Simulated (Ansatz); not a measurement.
`[OH][Hf]([OH])([OH])[Br]`, relaxed with RKS PBE0-D4/def2-TZVP in Ansatz 0.2.0 from a GFN2-xTB geometry. The force threshold is 0.005 eV/Å; the program also tests the step.

Charge 0, multiplicity 1. Hf takes the def2 core potential.

Start:

```xyz
8

O     0.551    1.054   -1.406
Hf    0.313   -0.078    0.052
O    -0.820    0.680    1.323
O    -0.423   -1.658   -0.599
Br    2.288   -0.390    1.460
H    -0.175    1.322   -1.975
H    -0.479    0.741    2.224
H    -1.255   -1.672   -1.080
```

Q: How much energy does the relaxation release, and in how many steps? (Best estimate.)

A: The calculation gave: 79.67 kJ/mol, in 20 steps, 2 of them rejected.

Q: Which bonds change most? (An estimate is asked.)

A: Ansatz gave: Hf2–Br5 from 2.445 to 2.539 Å; Hf2–O4 from 1.861 to 1.914 Å; O1–Hf2 from 1.861 to 1.914 Å; Hf2–O3 from 1.864 to 1.914 Å.

Q: Give the relaxed structure. (Best estimate.)

A: The calculation gave: 
```xyz
8

O     0.405    1.088   -1.424
Hf    0.282   -0.073    0.093
O    -0.639    0.814    1.517
O    -0.650   -1.674   -0.386
Br    2.623   -0.675    0.869
H     0.338    1.874   -1.955
H    -1.273    0.973    2.209
H    -1.086   -2.328   -0.923
```
